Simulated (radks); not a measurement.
Dynamic dipole polarisability and lines of the bromine ion Br25+, [Ne]. Method: scalar-relativistic Kohn-Sham, LB94 model potential, spin-unpolarised, spherical densities, finite nucleus; Fermi nuclear charge, rms radius of each element as measured or else 0.836 A^(1/3) + 0.57 fm; computed with a radial shooting solver on a logarithmic mesh with Libxc functionals. Time-dependent linear response with the Hartree and adiabatic LDA kernel, continuum included through the Sternheimer equations, no spin-orbit coupling, so fine structure and intercombination lines are absent. Lines are the poles of the dipole polarisability below minus the highest occupied eigenvalue, found on a grid refined at the orbital gaps; the lowest seven at most are given, and weak or close lines can be missed. The first line takes the name of the lowest orbital gap if no other gap lies below it; otherwise a line is named after a gap within 0.6 % of it, if that gap stands alone.

| photon energy (eV) | alpha (bohr^3) |
|---|---|
| 0 | 0.001391 |
| 44.728 | 0.001392 |
| 223.64 | 0.001397 |
| 402.55 | 0.001458 |
| 581.46 | 0.001544 |
| 760.37 | 0.001679 |
| 939.28 | 0.001895 |
| 1118.2 | 0.002258 |
| 1297.1 | 0.002962 |
| 1476.0 | 0.005038 |
| 1654.9 | 0.01908 |
| 1833.8 | -0.006741 |
| 2012.7 | -0.0008311 |
| 2191.7 | -0.003302 |
| 2370.6 | -0.004143 |
| 2549.5 | -0.002197 |

Lines (eV, oscillator strength): 1544.3 (0.8029 nm, 2p-3s), f = 0.184; 1693.7 (0.7320 nm, unassigned), f = 3.13; 1793.7 (0.6912 nm, 2s-3p), f = 0.568; 2087.4 (0.5940 nm, 2p-4s), f = 0.0357; 2146.6 (0.5776 nm, unassigned), f = 0.736; 2303.4 (0.5383 nm, 2s-4p), f = 0.154. Higher lines, where found, are left out when the end of the mesh affects them. Those listed give 82 % of the static polarisability (sum of f/w^2). Orbital energy gaps for comparison: 2p-3s 1540.1 eV; 2p-3d 1669.5 eV; 2s-3p 1790.3 eV; 2p-4s 2085.3 eV; 2p-4d 2137.1 eV.
